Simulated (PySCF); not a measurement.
```xyz
10

B      1.4395     0.1316    -0.0931
C     -0.0370    -0.3151    -0.2371
B     -0.9948     0.7758     0.2889
O     -0.2780    -1.6715     0.1162
H      1.7715     1.1732    -0.5633
H      2.2237    -0.5615     0.4710
H     -0.1785    -0.1519    -1.3392
H     -1.8699     0.4855     1.0490
H     -0.8824     1.8969    -0.0900
H     -1.1941    -1.7629     0.3976
```

Charge 0, multiplicity 1.

Problem. Give the Mulliken and meta-Löwdin atomic charges from M06-2X/def2-TZVP // B3LYP-D3(BJ)/def2-TZVP (PySCF).

Solution. 
| atom | Mulliken (e) | meta-Löwdin (e) |
|---|---|---|
| B1 | -0.06 | 0.04 |
| C2 | 0.07 | -0.08 |
| B3 | -0.11 | 0.01 |
| O4 | -0.46 | -0.54 |
| H5 | 0.03 | 0.01 |
| H6 | 0.04 | 0.02 |
| H7 | 0.14 | 0.17 |
| H8 | 0.02 | 0.01 |
| H9 | 0.03 | 0.02 |
| H10 | 0.31 | 0.34 |
